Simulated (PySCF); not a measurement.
Computed IR spectrum (relative IR intensity) of a molecule C2H6AlBrO. Geometry optimised at PBE-D3(BJ)/def2-SVP. The values are those of a single conformer. Level of theory: PBE-D3(BJ)/def2-SVP (PySCF). Frequencies are harmonic and unscaled.

```tsv
ν (cm⁻¹)	relative intensity
201	9.2
245	5.0
357	13
610	14
649	16
688	40
756	33
1139	21
1163	3.0
1195	100
1427	5.8
2916	38
2995	14
3002	13
```

Problem. Identify the compound among the candidates.
A) CC[O][AlH][Br]
B) C[O][Al]([CH3])[Br]
C) C[CH2][Al]([OH])[Br]

Solution. B, C[O][Al]([CH3])[Br]
